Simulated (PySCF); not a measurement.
Calculation: PySCF with M06-2X/def2-TZVP // PBE0-D3(BJ)/def2-TZVP. Isolated molecules, 0 K electronic values unless said otherwise. 

Reference species (SMILES): `[F][SnH2][F]` (neutral, multiplicity 1).

```json
{
  "HOMO": "-11.24 eV",
  "LUMO": "-0.22 eV"
}
```

Changed species: `[F][SnH3]` (3 of 4 F replaced by H; the reference has 2 of 4 F replaced by H).

### Question
Give the shifts of the HOMO and LUMO.

### Answer
the HOMO rises by 0.60 eV, to -10.64 eV; the LUMO hardly moves.
